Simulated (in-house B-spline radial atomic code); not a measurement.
The numbers below are computed, except where a source is named.
Building a PAW p channel for Sn, r_c = 2.62 bohr

Sn, [Kr] 4d10 5s2 5p2, non-relativistic LDA (VWN5), spherical and spin-unpolarised, from a B-spline radial code for spherical atoms (atomic units; all potentials screened as in the neutral atom).

Two all-electron partial waves φ1, φ2 are integrated outwards at E1 = ε(5p) = -0.14445 and E2 = E1 + 0.5 hartree; φ1 is the bound orbital and φ2 has unit norm inside r_c = 2.6246 bohr. Smooth partners are polynomials, r^2(a0 + a1 r² + a2 r⁴ + a3 r⁶), matched to φ and three derivatives at r_c, with no condition on the norm. The local potential is -3.95552 + (1.37358) r² + (-0.200491) r⁴ + (0.0107681) r⁶ inside 2.1846 bohr and the all-electron one outside.

```json
{"wave": "1", "φ(r_c)": "0.6048571", "φ'(r_c)": "-0.01745968", "a0": "0.2527904", "a1": "-0.03711708", "a2": "0.00226643", "a3": "-5.154351e-05"}
{"wave": "2", "φ(r_c)": "0.5831127", "φ'(r_c)": "-0.9847281", "a0": "0.6515797", "a1": "-0.1370038", "a2": "0.009671986", "a3": "-0.0002512677"}
```

Inside r_c the overlaps are <φi φj> = [[0.35985, 0.58544], [0.58544, 1.00000]] and, for the smooth waves, [[0.39510, 0.67023], [0.67023, 1.20189]]. With χj = (Ej − T − V_local) applied to smooth wave j, the program's quadrature gives the matrix B_ij = <smooth i, χj> as [[0.16659, 0.39896], [0.35656, 0.86225]].

(1) Check the match of the first wave, and find the augmentation charges q_ij.

(2) B isn't symmetric. Show that D_ij = B_ij + Ej q_ij is.

Solving (T + V_local + Σ p D p) ψ = E (1 + Σ p q p) ψ in a sphere of 9 bohr, whose wall lifts the free-atom level a little, gives these levels:

| all-electron | one projector | two projectors |
| --- | --- | --- |
| -0.143506 | -0.143506 | -0.143506 |
| 0.121117 | 0.120329 | 0.121116 |
| 0.475991 | 0.467863 | 0.475988 |
| 0.989384 | 0.942229 | 0.989017 |
| 1.651590 | 1.465940 | 1.646480 |

(3) What does the second projector gain?

## Answers

(1) At r_c the four terms are 1.74135, -1.76127, 0.74083, -0.11606, which sum to 0.6049, φ1(r_c) to rounding. q_ij is the all-electron overlap less the smooth one: [[-0.03526, -0.08479], [-0.08479, -0.20189]]. The smooth first wave has a norm of 0.3951 inside r_c against 0.3598, so q11 is negative and must stay small enough for the overlap operator to be positive.

(2) Integrating by parts gives B12 − B21 = (E1 − E2) q12: 0.39896 − (0.35656) = 0.04239, and −0.5 × (-0.08479) = 0.04239. So D12 = 0.39896 + (0.355550)(-0.08479) = 0.36881 and D21 = 0.35656 + (-0.14445)(-0.08479) = 0.36881; D11 = 0.17169, D22 = 0.79047. The projectors, p = (B⁻¹)ᵀ χ, are dual to the smooth waves; det B = 0.0014, small beside B11 B22, as the two smooth waves look alike inside r_c.

(3) With one projector the errors are 0.00, -0.79, -8.13, -47.16, -185.65 millihartree. With two the errors are 0.00, 0.00, 0.00, -0.37, -5.11 millihartree. The scattering is exact at E1 and at E2 = 0.356, and over all levels compared the largest error is 5.1 millihartree. The lowest eigenvalue of the overlap operator is 0.7678 with one and 0.4243 with two projectors. The smooth orbital alone needs a cutoff of 2.08 hartree for 1 millihartree of kinetic energy, against 4.99 for a norm-conserving Troullier-Martins orbital of the same radius; part of the gain comes from giving up the norm, part from the simpler form.
